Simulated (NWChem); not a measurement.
C$_{3}$H$_{3}$F$_{3}$; SMILES FC(F)(F)C=C

```xyz
9

C     -0.0099    -2.1136     0.0000
C      0.6683    -0.9698     0.0000
C      0.0114     0.3750     0.0000
F     -1.3348     0.2996     0.0000
F      0.3796     1.0939     1.0860
F      0.3796     1.0939    -1.0860
H      0.5027    -3.0706     0.0000
H     -1.0951    -2.1311     0.0000
H      1.7543    -0.9346     0.0000
```
Atoms are numbered in this order, from 1.

Structure relaxed at the B3LYP/6-31G* (spherical d) level.

Symmetry labels are those of Cs in the frame above (b1 and b2, or b-type labels, depend on it).

### Question
List the 6 lowest vertical singlet excitations from PBE/6-31G* (spherical d), full TDDFT (NWChem).

### Answer
```
state  energy (eV)  oscillator strength  symmetry  leading excitation (squared amplitude)
-----  -----------  -------------------  --------  --------------------------------------
S1            7.37                0.003        a"                    HOMO−1 → LUMO (0.99)
S2            7.50                0.002        a'                    HOMO−2 → LUMO (0.97)
S3            7.71                0.245        a'                      HOMO → LUMO (0.69)
S4            7.99                0.000        a"                    HOMO−3 → LUMO (1.00)
S5            8.48                0.111        a'                    HOMO−4 → LUMO (0.71)
S6            8.73                0.002        a"                    HOMO−5 → LUMO (0.96)
```
